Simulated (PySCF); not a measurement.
Potential energy of SrAs⁺ along the bond

Set-up: Sr def2-SVP with ECP28, As def2-SVP; scalar-relativistic core potentials (PySCF 2.14). Energies in eV from Sr⁺ + As in their ground configurations at the same level. State: ³Σ⁻ (triplet), unpaired electrons π ↑↑.

All columns are BHandHLYP. A positive dipole points towards As; it is taken about the centre of mass and depends on that origin.

| R (Å) | E (eV) | μ (D) | Mulliken charge on Sr (basis-dependent) | HOMO (eV) | LUMO (eV) | Mayer bond order | ⟨S²⟩ |
| --- | --- | --- | --- | --- | --- | --- | --- |
| 2.525 | -0.443 | -8.98 | 0.97 | -10.48 | -6.58 | 1.48 | 2.01 |
| 2.642 | -0.857 | -9.49 | 1.02 | -10.42 | -6.34 | 1.43 | 2.01 |
| 2.760 | -1.086 | -9.93 | 1.05 | -10.34 | -6.22 | 1.37 | 2.01 |
| 2.848 | -1.169 | -10.21 | 1.07 | -10.27 | -6.27 | 1.33 | 2.01 |
| 2.936 | -1.197 | -10.43 | 1.08 | -10.19 | -6.33 | 1.30 | 2.02 |
| 3.024 | -1.182 | -10.60 | 1.08 | -10.10 | -6.38 | 1.26 | 2.03 |
| 3.142 | -1.118 | -10.70 | 1.09 | -9.97 | -6.45 | 1.20 | 2.06 |
| 3.288 | -0.995 | -10.55 | 1.07 | -9.82 | -6.51 | 1.10 | 2.13 |
| 3.465 | -0.829 | -9.98 | 1.04 | -9.69 | -6.54 | 0.92 | 2.29 |
| 3.699 | -0.628 | -9.19 | 0.99 | -9.60 | -6.53 | 0.67 | 2.51 |

A fit through these points gives, at Re = 2.946 Å, μ = -10.46 D and dμ/dR = -2.18 D/Å; the reduced mass is 40.45 u.

**Question.** How strong is the fundamental in the double-harmonic approximation, I = 42.26·(dμ/dR)²/μred km/mol?

**Answer.** I = 42.26·(-2.18)²/40.45 = 4.97 km/mol at BHandHLYP.

⟨S²⟩ of the unrestricted solution departs from its pure value on part of the curve, where spin states mix. Spin–orbit coupling is left out. For an ion De counts to the pair picked by the measured ionisation energies or electron affinities, which need not be the lowest pair at this level. The state was picked by a PBE0 search and need not be the measured ground state.
